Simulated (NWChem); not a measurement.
System: silicon dioxide molecule (SiO2); SMILES O=[Si]=O

NWChem input:

```
start job
memory heap 200 mb stack 900 mb global 1100 mb
geometry units angstroms noautosym nocenter noautoz
  O      0.000000     0.000000    -1.505992
  Si     0.000000     0.000000     0.000000
  O      0.000000     0.000000     1.505992
end
basis spherical
  * library def2-svp
end
dft
  xc b3lyp
  iterations 150
end
property
  response 1 0.0773
end
task dft property
```

Parts of the log:

```
             Northwest Computational Chemistry Package (NWChem) 7.3.0
             --------------------------------------------------------

                             Geometry "geometry" -> ""
                             -------------------------

 Output coordinates in angstroms (scale by  1.889725989 to convert to a.u.)

  No.       Tag          Charge          X              Y              Z
 ---- ---------------- ---------- -------------- -------------- --------------
    1 O                    8.0000     0.00000000     0.00000000    -1.50599200
    2 Si                  14.0000     0.00000000     0.00000000     0.00000000
    3 O                    8.0000     0.00000000     0.00000000     1.50599200

 Effective nuclear repulsion energy (a.u.)      89.9535825847

                              NWChem Property Module
                              ----------------------

                                 NWChem DFT Module
                                 -----------------

 Summary of "ao basis" -> "ao basis" (spherical)
 ------------------------------------------------------------------------------
       Tag                 Description            Shells   Functions and Types
 ---------------- ------------------------------  ------  ---------------------
 O                          def2-svp                 6       14   3s2p1d
 Si                         def2-svp                 8       18   4s3p1d

            General Information
            -------------------
          SCF calculation type: DFT
          Wavefunction type:  closed shell.
          No. of atoms     :     3
          No. of electrons :    30
           Alpha electrons :    15
            Beta electrons :    15
          Charge           :     0
          Spin multiplicity:     1
          Use of symmetry is: off; symmetry adaption is: off
          Maximum number of iterations: 150
          AO basis - number of functions:    46
                     number of shells:    20
          Convergence on energy requested:  1.00D-06
          Convergence on density requested:  1.00D-05
          Convergence on gradient requested:  5.00D-04

              XC Information
              --------------
                         B3LYP Method XC Potential
                     Hartree-Fock (Exact) Exchange  0.200
                        Slater Exchange Functional  0.800 local
                    Becke 1988 Exchange Functional  0.720 non-local
              Lee-Yang-Parr Correlation Functional  0.810
                  VWN I RPA Correlation Functional  0.190 local

             Grid Information
             ----------------
          Grid used for XC integration:  medium
          Radial quadrature: Mura-Knowles
          Angular quadrature: Lebedev.
          Tag              B.-S. Rad. Rad. Pts. Rad. Cut. Ang. Pts.
          ---              ---------- --------- --------- ---------
          O                   0.60       49           8.0       434
          Si                  1.10       88           6.0       590
          Grid pruning is: on
          Number of quadrature shells:   186
          Spatial weights used:  Erf1

      Superposition of Atomic Density Guess
      -------------------------------------

 Sum of atomic energies:        -438.12085208

      Non-variational initial energy
      ------------------------------

 Total energy =    -438.464067
 1-e energy   =    -785.104014
 2-e energy   =     256.686365
 HOMO         =      -0.497279
 LUMO         =      -0.126161

   convergence    iter        energy       DeltaE   RMS-Dens  Diis-err
 ---------------- ----- ----------------- --------- --------- ---------
 d= 0,ls=0.0,diis     1   -439.5539729077 -5.30D+02  5.19D-02  1.37D+00
 d= 0,ls=0.0,diis     2   -438.8337274395  7.20D-01  3.46D-02  8.16D+00
 d= 0,ls=0.0,diis     3   -439.7345987519 -9.01D-01  2.05D-03  5.87D-03
 d= 0,ls=0.0,diis     4   -439.7351156918 -5.17D-04  4.78D-04  9.49D-04
 d= 0,ls=0.0,diis     5   -439.7352009675 -8.53D-05  1.12D-04  2.33D-05
  Resetting Diis
 d= 0,ls=0.0,diis     6   -439.7352039071 -2.94D-06  7.54D-06  8.79D-08
 d= 0,ls=0.0,diis     7   -439.7352039204 -1.32D-08  3.04D-06  8.19D-09

         Total DFT energy =     -439.735203920382
      One electron energy =     -786.851937935549
           Coulomb energy =      295.296477716053
    Exchange-Corr. energy =      -38.133326285603
 Nuclear repulsion energy =       89.953582584717

 Numeric. integr. density =       29.999997722411

                       DFT Final Molecular Orbital Analysis
                       ------------------------------------

 Vector   13  Occ=2.000000D+00  E=-3.837105D-01
              MO Center= -2.9D-11, -1.9D-11,  1.9D-04, r^2= 2.5D+00
   Bfn.  Coefficient  Atom+Function         Bfn.  Coefficient  Atom+Function
  ----- ------------  ---------------      ----- ------------  ---------------
     4      0.267462  1 O  px                36      0.267510  3 O  px
     5     -0.262123  1 O  py                37     -0.262171  3 O  py
    22      0.187149  2 Si px                23     -0.183414  2 Si py
     7      0.178267  1 O  px                39      0.178299  3 O  px
     8     -0.174708  1 O  py                40     -0.174740  3 O  py

 Vector   14  Occ=2.000000D+00  E=-3.402624D-01
              MO Center=  1.8D-10,  4.5D-10, -1.9D-04, r^2= 2.7D+00
   Bfn.  Coefficient  Atom+Function         Bfn.  Coefficient  Atom+Function
  ----- ------------  ---------------      ----- ------------  ---------------
     5      0.318302  1 O  py                37     -0.318265  3 O  py
     4      0.300907  1 O  px                36     -0.300871  3 O  px
     8      0.225598  1 O  py                40     -0.225572  3 O  py
     7      0.213269  1 O  px                39     -0.213244  3 O  px
    29     -0.111947  2 Si d -1              31      0.105829  2 Si d  1

 Vector   15  Occ=2.000000D+00  E=-3.402624D-01
              MO Center=  1.2D-09, -1.2D-09, -1.9D-04, r^2= 2.7D+00
   Bfn.  Coefficient  Atom+Function         Bfn.  Coefficient  Atom+Function
  ----- ------------  ---------------      ----- ------------  ---------------
     4      0.318302  1 O  px                36     -0.318265  3 O  px
     5     -0.300907  1 O  py                37      0.300871  3 O  py
     7      0.225598  1 O  px                39     -0.225572  3 O  px
     8     -0.213269  1 O  py                40      0.213244  3 O  py
    31      0.111947  2 Si d  1              29      0.105829  2 Si d -1

 Vector   16  Occ=0.000000D+00  E=-1.222190D-01
              MO Center= -1.5D-08,  5.1D-09, -4.5D-06, r^2= 2.7D+00
   Bfn.  Coefficient  Atom+Function         Bfn.  Coefficient  Atom+Function
  ----- ------------  ---------------      ----- ------------  ---------------
    18      0.897358  2 Si s                  6     -0.282765  1 O  pz
    38      0.282762  3 O  pz                30     -0.252910  2 Si d  0
    16      0.204801  2 Si s                  3     -0.187348  1 O  s
    17      0.186501  2 Si s                 35     -0.187353  3 O  s
     9     -0.173268  1 O  pz                41      0.173265  3 O  pz

 Vector   17  Occ=0.000000D+00  E=-2.256264D-02
              MO Center=  9.9D-09, -1.0D-08, -5.3D-06, r^2= 2.7D+00
   Bfn.  Coefficient  Atom+Function         Bfn.  Coefficient  Atom+Function
  ----- ------------  ---------------      ----- ------------  ---------------
    26     -0.542027  2 Si py                25      0.532545  2 Si px
    23     -0.272349  2 Si py                22      0.267585  2 Si px
     8      0.226135  1 O  py                40      0.226132  3 O  py
     7     -0.222180  1 O  px                39     -0.222176  3 O  px
     5      0.217520  1 O  py                37      0.217518  3 O  py

 Vector   18  Occ=0.000000D+00  E=-2.256264D-02
              MO Center=  5.0D-09,  7.3D-09, -5.3D-06, r^2= 2.7D+00
   Bfn.  Coefficient  Atom+Function         Bfn.  Coefficient  Atom+Function
  ----- ------------  ---------------      ----- ------------  ---------------
    25      0.542027  2 Si px                26      0.532545  2 Si py
    22      0.272349  2 Si px                23      0.267585  2 Si py
     7     -0.226135  1 O  px                39     -0.226132  3 O  px
     8     -0.222180  1 O  py                40     -0.222176  3 O  py
     4     -0.217520  1 O  px                36     -0.217518  3 O  px

     Multipole analysis of the density
     ---------------------------------

     L   x y z        total         alpha         beta         nuclear
     -   - - -        -----         -----         ----         -------
     0   0 0 0     -0.000000    -15.000000    -15.000000     30.000000

     1   1 0 0      0.000000      0.000000      0.000000      0.000000
     1   0 1 0     -0.000000     -0.000000     -0.000000      0.000000
     1   0 0 1     -0.000099     -0.000049     -0.000049      0.000000

     2   2 0 0    -14.594508     -7.297254     -7.297254      0.000000
     2   1 1 0     -0.000000     -0.000000     -0.000000      0.000000
     2   1 0 1      0.000000      0.000000      0.000000      0.000000
     2   0 2 0    -14.594508     -7.297254     -7.297254      0.000000
     2   0 1 1     -0.000000     -0.000000     -0.000000      0.000000
     2   0 0 2    -23.428511    -76.507987    -76.507987    129.587462

[...]

 DFT Linear Response polarizability / au
 Frequency  =       0.0773000 / au
 Wavelength =     589.4353558 / nm
              X              Y              Z
 -----------------------------------------------
 X      18.5759217     -0.0000000     -0.0000000
 Y      -0.0000000     18.5759217     -0.0000000
 Z      -0.0000001      0.0000000     33.0547617
 -----------------------------------------------
 Eigenvalues =      18.5759217     18.5759217     33.0547617
 Isotropic   =      23.4022017
 Anisotropic =      14.4788399
 -----------------------------------------------

 Magnetic Dipole Response Matrix (nonzero elements):

 Exiting AOResponse driver routine
```

Level: B3LYP/def2-SVP. The geometry was optimised at PBE0-D3(BJ)/def2-TZVP.
